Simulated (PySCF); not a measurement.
`[CH2]([AlH][O]C=C)[SiH3]`, C₃H₉AlOSi

Geometry (Å), atoms numbered from 1 in this order:
```xyz
15

C     3.733    0.439    0.270
C     2.837   -0.456   -0.103
O     1.528   -0.183   -0.274
Al   -0.053    0.273   -0.476
C    -1.657   -0.760    0.090
Si   -3.231    0.219   -0.337
H     3.453    1.461    0.456
H     4.766    0.170    0.390
H     3.102   -1.490   -0.299
H    -0.182    1.630   -1.181
H    -1.698   -1.740   -0.399
H    -1.643   -0.969    1.166
H    -3.272    1.467    0.434
H    -4.418   -0.579    0.002
H    -3.269    0.526   -1.771
```

The calculation used GIAO B97-2/pcSseg-1 magnetisability, rotational g tensor and spin-rotation constants, non-relativistic, gas phase in PySCF 2.14.0. Geometry: GFN2-xTB.

Question: Give the nuclear spin-rotation constants along the inertial axes (H = +C I·J) beside the isotropic shieldings.

Answer: Rotational constants 12.3895, 0.6937, 0.6749 GHz. A star marks the isotopologue with that one atom substituted, in its own axes.
| atom | isotope | Caa (kHz) | Cbb (kHz) | Ccc (kHz) | mean (kHz) | σ (ppm) |
| --- | --- | --- | --- | --- | --- | --- |
| Al4 | 27Al | 8.498 | 0.353 | 0.429 | 3.094 | 405.7 |
| H7 | 1H | -1.032 | 0.025 | -0.059 | -0.356 | 27.1 |
| H8 | 1H | 0.933 | -0.069 | -0.080 | 0.262 | 27.4 |
| H9 | 1H | -1.027 | 0.036 | -0.045 | -0.346 | 24.9 |
| H10 | 1H | -0.917 | 0.012 | -0.047 | -0.318 | 27.4 |
| H11 | 1H | -1.389 | -0.031 | -0.054 | -0.491 | 32.3 |
| H12 | 1H | -1.377 | -0.067 | -0.019 | -0.488 | 32.2 |
| H13 | 1H | -1.101 | -0.022 | -0.017 | -0.380 | 27.9 |
| H14 | 1H | -0.109 | -0.030 | -0.059 | -0.066 | 27.7 |
| H15 | 1H | -1.081 | -0.051 | 0.011 | -0.374 | 27.9 |
| C1 | 13C* | 4.428 | 0.183 | 0.112 | 1.574 | 88.9 |
| C2 | 13C* | 5.220 | 0.255 | 0.164 | 1.879 | 34.3 |
| O3 | 17O* | -2.878 | -0.149 | -0.068 | -1.032 | 175.3 |
| C5 | 13C* | 1.365 | 0.061 | 0.057 | 0.494 | 200.4 |
| Si6 | 29Si* | -6.524 | -0.369 | -0.376 | -2.423 | 425.9 |

For the geometry as given, no vibrational averaging.

Question: How do the rotational constants and the g tensor change when H7, H8, H9, H10, H11, H12, H13, H14, H15 are replaced by deuterium?

Answer: Constants 8.2907, 0.6121, 0.5918 GHz; g -0.0895, -0.0076, -0.0075, against -0.1338, -0.0086, -0.0086 before.
